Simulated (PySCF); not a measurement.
The isolated species `C[SiH2]C#P` is ionised with Al Kα (hν = 1486.6 eV). Calculated photoelectron kinetic energies of its computed core levels, recoil neglected:

```
line  kinetic energy (eV)
   1              1379.80
   2              1379.17
   3              1350.13
   4              1349.24
   5              1196.38
```

Computed, not measured: delta-SCF UKS SCAN, pcX-2 on the ionised atom, pcseg-1 elsewhere, spin-free X2C (PySCF 2.14.0).

Problem. Which element, shell and site does each line come from? Numbering: `[CH3:1][SiH2:2][C:3]#[P:4]`.

Solution. Against the vacuum level, binding energy = hν − kinetic energy.

```
line  binding energy (eV)     level  atoms             environment
   1               106.80  Si 2p3/2    Si2            SiH2 silicon
   2               107.43  Si 2p1/2    Si2            SiH2 silicon
   3               136.47   P 2p3/2     P4  phosphorus bonded to C
   4               137.36   P 2p1/2     P4  phosphorus bonded to C
   5               290.22      C 1s     C1        Si-methyl carbon
```

Out of reach at this photon energy: Si 1s (1846.6 eV), P 1s (2149.9 eV).

Problem. Where does line 1 move with hν = 1253.6 eV?

Solution. To 1253.6 − 106.80 = 1146.80 eV; every photoline shifts by the change in photon energy, -233.0 eV.

Problem. Which photon wavelength matches the Si 2p3/2 of Si2 threshold?

Solution. λ = hc/E = 12398.42 eV Å / 106.80 eV = 116.090 Å.

Other core shells, valence and Auger electrons aren't listed. The list is incomplete; no value stands for C 1s of C3 (hole states with ⟨S²⟩ of 1 or more are left out). Spin–orbit and ligand-field terms were added within each 2p shell after the spin-free SCF. 2p1/2 minus 2p3/2 (ligand field included): Si 0.62 eV, P 0.89 eV. Geometry: GFN2-xTB; no solvent, vibrations or thermal averaging.
